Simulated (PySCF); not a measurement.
# Vertical excitation energies

Species: N-methylpyridinium, C6H8N (charge +1).
Z-matrix (Å and degrees, GFN2-xTB geometry), rows numbered from 1:
```
C 
N   1  1.4460
C   2  1.3392  1  119.09
C   3  1.3789  2  121.19  1   179.63
C   4  1.3900  3  119.25  2    -0.03
C   5  1.3885  4  118.66  3    -0.47
C   2  1.3367  1  120.45  3   179.12
H   1  1.0919  2  110.08  3   -74.30
H   1  1.0897  2  110.34  3    45.14
H   1  1.0877  2  110.62  3   165.68
H   3  1.0806  2  117.17  1    -0.37
H   4  1.0783  3  119.66  2   179.88
H   5  1.0787  4  120.68  3   179.58
H   6  1.0783  5  121.13  4  -179.63
H   7  1.0803  2  117.50  1     0.37
```

Method: TDDFT PBE0/def2-SVPD, vertical, gas phase, core orbitals frozen in the response in PySCF 2.14.0, density-fitted response routines.

| state | E (eV) | λ (nm) | f | main configurations (H = HOMO, L = LUMO) |
| --- | --- | --- | --- | --- |
| S1 | 5.53 | 224.4 | 0.070 | H→L (82%), H-1→L+1 (17%) |
| S2 | 6.23 | 199.2 | 0.029 | H-1→L (66%), H→L+1 (32%) |
| S3 | 7.27 | 170.4 | 0.033 | H-2→L (94%) |
| S4 | 7.31 | 169.7 | 0.0001 | H-3→L (98%) |
| S5 | 7.32 | 169.3 | 0.623 | H→L+1 (60%), H-1→L (29%) |
| S6 | 7.38 | 167.9 | 0.328 | H-1→L+1 (80%), H→L (16%) |
| S7 | 8.15 | 152.2 | 0.0003 | H-2→L+1 (92%) |
| S8 | 8.22 | 150.8 | 0.0067 | H-3→L+1 (98%) |

Triplets, Tamm–Dancoff:

| state | E (eV) | λ (nm) | main configurations (H = HOMO, L = LUMO) |
| --- | --- | --- | --- |
| T1 | 4.14 | 299.7 | H→L (96%) |
| T2 | 4.31 | 287.9 | H-1→L (57%), H→L+1 (36%) |
| T3 | 4.78 | 259.3 | H→L+1 (60%), H-1→L (39%) |

The lowest singlet comes at 224 nm (533 kJ/mol) in the ultraviolet; it is of moderate strength; its leading configuration is HOMO→LUMO (82%). The most intense listed level is S5 at 7.32 eV (169 nm, f = 0.623), 1.80 eV above S1. Löwdin shares by element: HOMO carbon 81% or more (atoms not listed hold the other 19%); LUMO carbon 52% or more, nitrogen 20% (atoms not listed hold the other 28%). Weighted by f, the mean energy of these states is 7.20 eV. Orbital energies (eV): HOMO-3 -15.77, HOMO-2 -15.74, HOMO-1 -13.77, HOMO -13.17, LUMO -6.74, LUMO+1 -5.83, LUMO+2 -3.40. The listed states span 2.69 eV, and the widest gap between neighbours is 1.05 eV (S2 to S3). No computed singlet lies in the visible range (380 to 750 nm); the lowest, at 224 nm, stands 2.26 eV above its violet end (3.26 eV). Only the lowest 8 singlets were computed, as vertical energies without vibronic structure.
